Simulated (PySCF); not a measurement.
# Working out the ionisation energy of Mn

Mn [Ar] 3d5 4s2 (6S) → Mn⁺ [Ar] 3d5 4s1 (7S). Computed with PySCF 2.14 in cc-pVTZ (7s6p4d2f1g, 68 functions), with no relativity, point nucleus. Frozen: [Ar]. Energies in hartree (1 hartree = 27.21139 eV):

```tsv
part	Mn (lower)	Mn⁺ (upper)
UHF	-1149.868666	-1149.649165
MP2 opposite-spin	-0.034920	0.000000
MP2 same-spin	-0.083857	-0.084806
```

Q: What does Hartree-Fock give?

A: (-1149.649165) − (-1149.868666) = 0.219501 hartree = 5.973 eV.

Q: What do MP2 and SCS-MP2 (6/5 opposite-spin, 1/3 same-spin) give?

A: The opposite-spin parts differ by 0.950 eV and the same-spin parts by -0.026 eV. MP2: 5.973 + (0.950) + (-0.026) = 6.897 eV. SCS-MP2: 5.973 + 1.2 × (0.950) + (-0.026)/3 = 7.104 eV.

Measured between the centres of the two terms (NIST): 7.434 eV, so MP2 (valence) is off by -0.537 eV.

The calculation is non-relativistic.

What remains against the reference includes basis incompleteness, the frozen core and correlation beyond second order.
